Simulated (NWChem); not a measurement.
## Correlation energy of H2Cl2Si

```xyz
5

Si     0.0000     0.0000     0.7689
Cl    -1.6840     0.0000    -0.4104
Cl     1.6840     0.0000    -0.4104
H      0.0000    -1.2330     1.5936
H      0.0000     1.2330     1.5936
```
Charge 0, spin multiplicity 1.

All runs are NWChem calculations. Structure: optimised with PBE0/def2-SVP, a minimum by its harmonic frequencies.

Basis set: STO-3G. Each correlation energy counts from its own Hartree-Fock reference.

The correlated methods keep 15 core orbitals frozen. The structure started from a generated list of species. Coupled-cluster values serve here as a point of comparison, not as the truth.

```
method        correlation energy (mHa)
------------  ------------------------
CR-CCSD[T]                       -65.1
CCSD+T(CCSD)                     -65.1
CCSD                                 …
SCS-MP2                              …
CR-CCSD(T)                       -65.0
CCSDT                                …
CCSD(T)                          -65.0
MP2                              -46.1
```

Task: Complete the blanks.

Result: 
- CCSD, correlation energy (mHa): -64.0
- SCS-MP2, correlation energy (mHa): -52.4
- CCSDT, correlation energy (mHa): -65.3
